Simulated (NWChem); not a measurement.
Program: NWChem. System: SSn, charge 0, spin multiplicity 1, at a geometry optimised with PBE0/def2-SVP with def2 effective core potentials on Sn. The structure started from a generated list of species. Level: G0W0@PBE/def2-TZVPD with def2 effective core potentials on Sn, RI basis def2-tzvpd-rifit, no spin-orbit coupling.

The NWChem input:

```
start mol
memory heap 200 mb stack 700 mb global 1700 mb
geometry units angstroms nocenter noautoz
  Sn     0.000000     0.000000     0.538800
  S      0.000000     0.000000    -1.683750
  symmetry group C2v
end
basis spherical
  * library def2-tzvpd
end
ecp
  Sn library def2-ecp
end
basis "ri basis" bse spherical
  * library def2-tzvpd-rifit
end
dft
  xc xpbe96 cpbe96
  iterations 100
  direct
  tolerances tight
end
task dft energy
gw
  states alpha occ 4 vir 2
end
task dft gw
```

Output (cleaned and shortened):

```
             Northwest Computational Chemistry Package (NWChem) 7.3.0
             --------------------------------------------------------

                                NWChem Input Module
                                -------------------

 Scaling coordinates for geometry "geometry" by  1.889725989
 (inverse scale =  0.529177249)

 Turning off AUTOSYM since
 SYMMETRY directive was detected!

                             Geometry "geometry" -> ""
                             -------------------------

 Output coordinates in angstroms (scale by  1.889725989 to convert to a.u.)

  No.       Tag          Charge          X              Y              Z
 ---- ---------------- ---------- -------------- -------------- --------------
    1 Sn                  50.0000     0.00000000     0.00000000     0.53880000
    2 S                   16.0000     0.00000000     0.00000000    -1.68375000

 Effective nuclear repulsion energy (a.u.)     190.4757144720

            Nuclear Dipole moment (a.u.)
            ----------------------------
        X                 Y               Z
 ---------------- ---------------- ----------------
     0.0000000000     0.0000000000    -0.0000000000

      Symmetry information
      --------------------

 Group name             C2v
 Group number             16
 Group order               4
 No. of unique centers     2

      Symmetry unique atoms

     1    2


 Summary of "ao basis" -> "" (spherical)
 ------------------------------------------------------------------------------
       Tag                 Description            Shells   Functions and Types
 ---------------- ------------------------------  ------  ---------------------
 *                         def2-tzvpd                 on all atoms

 Summary of "ri basis" -> "" (spherical)
 ------------------------------------------------------------------------------
       Tag                 Description            Shells   Functions and Types
 ---------------- ------------------------------  ------  ---------------------
 *                      def2-tzvpd-rifit              on all atoms

  pbe96 is a nonlocal functional; adding pw91lda local functional.

                                 NWChem DFT Module
                                 -----------------

 Summary of "ao basis" -> "ao basis" (spherical)
 ------------------------------------------------------------------------------
       Tag                 Description            Shells   Functions and Types
 ---------------- ------------------------------  ------  ---------------------
 Sn                        def2-tzvpd               18       56   7s5p4d2f
 S                         def2-tzvpd               16       46   6s6p3d1f

 Summary of "ao basis" -> "ao basis" (spherical)
 ------------------------------------------------------------------------------
       Tag                 Description            Shells   Functions and Types
 ---------------- ------------------------------  ------  ---------------------
 Sn                        def2-tzvpd               18       56   7s5p4d2f
 S                         def2-tzvpd               16       46   6s6p3d1f

      Symmetry analysis of basis
      --------------------------

        a1         44
        a2         10
        b1         24
        b2         24

            General Information
            -------------------
          SCF calculation type: DFT
          Wavefunction type:  closed shell.
          No. of atoms     :     2
          No. of electrons :    38
           Alpha electrons :    19
            Beta electrons :    19
          Charge           :     0
          Spin multiplicity:     1
          Use of symmetry is: on ; symmetry adaption is: on
          Maximum number of iterations: 100
          This is a Direct SCF calculation.
          AO basis - number of functions:   102
                     number of shells:    34
          Convergence on energy requested:  1.00D-06
          Convergence on density requested:  1.00D-05
          Convergence on gradient requested:  5.00D-04

              XC Information
              --------------
          PerdewBurkeErnzerhof Exchange Functional  1.000
            Perdew 1991 LDA Correlation Functional  1.000 local
           PerdewBurkeErnz. Correlation Functional  1.000 non-local

             Grid Information
             ----------------
          Grid used for XC integration:  medium
          Radial quadrature: Mura-Knowles
          Angular quadrature: Lebedev.
          Tag              B.-S. Rad. Rad. Pts. Rad. Cut. Ang. Pts.
          ---              ---------- --------- --------- ---------
          Sn                  1.45      123          13.0       590
          S                   1.00       88          13.0       590
          Grid pruning is: on
          Number of quadrature shells:   211
          Spatial weights used:  Erf1

          Convergence Information
          -----------------------
          Convergence aids based upon iterative change in
          total energy or number of iterations.
          Levelshifting, if invoked, occurs when the
          HOMO/LUMO gap drops below (HL_TOL):  1.00D-02
          DIIS, if invoked, will attempt to extrapolate
          using up to (NFOCK): 10 stored Fock matrices.

                    Damping( 0%)  Levelshifting(0.5)       DIIS
                  --------------- ------------------- ---------------
          dE  on:    start            ASAP                start
          dE off:    2 iters        100 iters           100 iters

      Screening Tolerance Information
      -------------------------------
[...]
 d= 0,ls=0.0,diis     4   -612.3721585714 -3.35D-02  2.67D-03  5.39D-02     4.8

 !! scf_movecs_sym_adapt:   48 vectors were symmetry contaminated

  Symmetry fudging

 !! scf_movecs_sym_adapt:   48 vectors were symmetry contaminated

 d= 0,ls=0.0,diis     5   -612.3812251447 -9.07D-03  9.05D-04  2.15D-02     5.8

 !! scf_movecs_sym_adapt:   48 vectors were symmetry contaminated

  Symmetry fudging

 !! scf_movecs_sym_adapt:   46 vectors were symmetry contaminated

 d= 0,ls=0.0,diis     6   -612.3844798623 -3.25D-03  2.52D-04  1.62D-03     6.8

 !! scf_movecs_sym_adapt:   48 vectors were symmetry contaminated

  Symmetry fudging

 !! scf_movecs_sym_adapt:   48 vectors were symmetry contaminated

 d= 0,ls=0.0,diis     7   -612.3847866713 -3.07D-04  7.80D-05  1.23D-04     7.8

 !! scf_movecs_sym_adapt:   48 vectors were symmetry contaminated

  Symmetry fudging

 !! scf_movecs_sym_adapt:   48 vectors were symmetry contaminated

 d= 0,ls=0.0,diis     8   -612.3848093729 -2.27D-05  1.95D-05  1.45D-05     8.9

 !! scf_movecs_sym_adapt:   48 vectors were symmetry contaminated

  Symmetry fudging

 !! scf_movecs_sym_adapt:   48 vectors were symmetry contaminated

 d= 0,ls=0.0,diis     9   -612.3848118287 -2.46D-06  5.60D-06  1.28D-06     9.9

 !! scf_movecs_sym_adapt:   48 vectors were symmetry contaminated

  Symmetry fudging

 !! scf_movecs_sym_adapt:   48 vectors were symmetry contaminated

 d= 0,ls=0.0,diis    10   -612.3848120555 -2.27D-07  2.10D-06  1.02D-07    10.9

         Total DFT energy =     -612.384812055520
      One electron energy =    -1093.851145537518
           Coulomb energy =      441.200978794415
    Exchange-Corr. energy =      -43.543959680099
 Nuclear repulsion energy =       83.809314367683

 Numeric. integr. density =       37.999999837891

     Total iterative time =     10.2s

                  Occupations of the irreducible representations
                  ----------------------------------------------

                     irrep           alpha         beta
                     --------     --------     --------
                     a1               10.0         10.0
                     a2                1.0          1.0
                     b1                4.0          4.0
                     b2                4.0          4.0

                       DFT Final Molecular Orbital Analysis
                       ------------------------------------

 Vector   17  Occ=2.000000D+00  E=-2.368811D-01  Symmetry=a1
              MO Center= -4.2D-15,  1.0D-16, -4.5D-01, r^2= 3.9D+00
   Bfn.  Coefficient  Atom+Function         Bfn.  Coefficient  Atom+Function
  ----- ------------  ---------------      ----- ------------  ---------------
    74      0.408656  2 S  pz                 6     -0.293520  1 Sn s
    13      0.266822  1 Sn pz                16     -0.254038  1 Sn pz
    19     -0.247756  1 Sn pz                77      0.234745  2 S  pz
     5     -0.231114  1 Sn s                 71      0.184703  2 S  pz
     2     -0.179430  1 Sn s                 65     -0.156511  2 S  pz

 Vector   18  Occ=2.000000D+00  E=-2.329592D-01  Symmetry=b1
              MO Center=  1.2D-15, -1.0D-19, -1.2D+00, r^2= 2.4D+00
   Bfn.  Coefficient  Atom+Function         Bfn.  Coefficient  Atom+Function
  ----- ------------  ---------------      ----- ------------  ---------------
    72      0.455667  2 S  px                75      0.291275  2 S  px
    17      0.207934  1 Sn px                69      0.201537  2 S  px
    11     -0.172709  1 Sn px                63     -0.172800  2 S  px
    14      0.160823  1 Sn px                66     -0.075740  2 S  px
    26     -0.066996  1 Sn d  1              20      0.060698  1 Sn px

 Vector   19  Occ=2.000000D+00  E=-2.329592D-01  Symmetry=b2
              MO Center=  3.9D-19, -1.5D-16, -1.2D+00, r^2= 2.4D+00
   Bfn.  Coefficient  Atom+Function         Bfn.  Coefficient  Atom+Function
  ----- ------------  ---------------      ----- ------------  ---------------
    73      0.455667  2 S  py                76      0.291275  2 S  py
    18      0.207934  1 Sn py                70      0.201537  2 S  py
    12     -0.172709  1 Sn py                64     -0.172800  2 S  py
    15      0.160823  1 Sn py                67     -0.075740  2 S  py
    24      0.066996  1 Sn d -1              21      0.060698  1 Sn py

 Vector   20  Occ=0.000000D+00  E=-1.181907D-01  Symmetry=b1
              MO Center=  2.2D-15, -1.0D-18,  2.2D-01, r^2= 4.2D+00
   Bfn.  Coefficient  Atom+Function         Bfn.  Coefficient  Atom+Function
  ----- ------------  ---------------      ----- ------------  ---------------
    17      0.483441  1 Sn px                20      0.331253  1 Sn px
    11     -0.326859  1 Sn px                14      0.314100  1 Sn px
    72     -0.270132  2 S  px                75     -0.246492  2 S  px
    69     -0.125659  2 S  px                63      0.100821  2 S  px
     8     -0.045827  1 Sn px                36     -0.045331  1 Sn d  1

 Vector   21  Occ=0.000000D+00  E=-1.181907D-01  Symmetry=b2
              MO Center=  7.1D-20,  3.2D-16,  2.2D-01, r^2= 4.2D+00
   Bfn.  Coefficient  Atom+Function         Bfn.  Coefficient  Atom+Function
  ----- ------------  ---------------      ----- ------------  ---------------
    18      0.483441  1 Sn py                21      0.331253  1 Sn py
    12     -0.326859  1 Sn py                15      0.314100  1 Sn py
    73     -0.270132  2 S  py                76     -0.246492  2 S  py
    70     -0.125659  2 S  py                64      0.100821  2 S  py
     9     -0.045827  1 Sn py                34      0.045331  1 Sn d -1

 Vector   22  Occ=0.000000D+00  E=-1.835155D-02  Symmetry=a1
              MO Center= -2.5D-15, -3.6D-15,  4.2D-01, r^2= 9.1D+00
   Bfn.  Coefficient  Atom+Function         Bfn.  Coefficient  Atom+Function
  ----- ------------  ---------------      ----- ------------  ---------------
     6      0.669493  1 Sn s                 22     -0.618202  1 Sn pz
    61     -0.439861  2 S  s                 80     -0.430847  2 S  pz
    19     -0.380724  1 Sn pz                77     -0.361805  2 S  pz
    40     -0.324774  1 Sn d  0              74     -0.234737  2 S  pz
    60     -0.205435  2 S  s                  5      0.182154  1 Sn s

 center of mass
 --------------
 x =   0.00000000 y =   0.00000000 z =   0.12221077

 moments of inertia (a.u.)
 ------------------
         443.676085356715           0.000000000000           0.000000000000
           0.000000000000         443.676085356715           0.000000000000
           0.000000000000           0.000000000000           0.000000000000

     Multipole analysis of the density
     ---------------------------------

     L   x y z        total         alpha         beta         nuclear
     -   - - -        -----         -----         ----         -------
     0   0 0 0     -0.000000    -19.000000    -19.000000     38.000000

     1   1 0 0      0.000000      0.000000      0.000000      0.000000
     1   0 1 0     -0.000000     -0.000000     -0.000000      0.000000
     1   0 0 1      1.267303     14.888233     14.888233    -28.509162

     2   2 0 0    -27.159607    -13.579803    -13.579803      0.000000
     2   1 1 0     -0.000000     -0.000000     -0.000000      0.000000
     2   1 0 1      0.000000      0.000000      0.000000      0.000000
     2   0 2 0    -27.159607    -13.579803    -13.579803      0.000000
     2   0 1 1     -0.000000     -0.000000     -0.000000      0.000000
     2   0 0 2    -30.840250   -107.815959   -107.815959    184.791667

 Task  times  cpu:       10.9s     wall:       10.9s

                                NWChem Input Module
                                -------------------

                                 NWChem GW Module
                                 ----------------

                             ***********************
                             ***        GW       ***
                             ***********************

 Summary of "ri basis" -> "ri basis" (spherical)
 ------------------------------------------------------------------------------
       Tag                 Description            Shells   Functions and Types
 ---------------- ------------------------------  ------  ---------------------
 Sn                     def2-tzvpd-rifit            42      200   10s9p9d7f4g3h
 S                      def2-tzvpd-rifit            33      129   10s8p7d6f2g

                 Memory Information
                 ------------------
          Available GA per process is          1699.9 MBs
          Available stack per process is        700.0 MBs
          Available heap per process is           0.0 MBs

          Peak memory in Initialization
              Peak GA per process is                  6.2 MBs
              Peak stack per process is               0.1 MBs
              Peak heap per process is                6.7 MBs
              Memory not in MA per process            0.0 MBs

          Peak memory in AFF Calculation
              Peak GA per process is                 28.2 MBs
              Peak stack per process is              19.0 MBs
              Peak heap per process is                0.0 MBs
              Memory not in MA per process           19.0 MBs

          Computing 2-center integrals
          Computing Inverse Cholesky factor
          Computing 3-center integrals
          Computing V_xc ...

          Computing Sigma_x
          Computing RPA polarizability
          Solving quasiparticle equations

                  Alpha Orbitals
          State     Energy (eV)     Error (eV)
          -----------------------------------
@GW        16        -12.926           0.005
@GW        17         -9.029           0.002
@GW        18         -8.680           0.002
@GW        19         -8.680           0.002
@GW        20         -0.748           0.002
@GW        21         -0.748           0.002

   Applying  -2.3405 eV scissor-shift to rest of particle states

   Applying   2.4683 eV scissor-shift to rest of hole states

     GW Timing Statistics
   ------------------------
   Init.   :          0.1s
     ERIs  :          0.6s
     Distr.:          0.0s
     Vxc   :          0.1s
   Sigma_x :          0.0s
   RPA     :          0.7s
   Wmn     :          0.0s
   Sigma_c :          0.0s
   GW total:          1.5s

 Task  times  cpu:        1.5s     wall:        1.5s

 Total times  cpu:       12.3s     wall:       12.3s
```
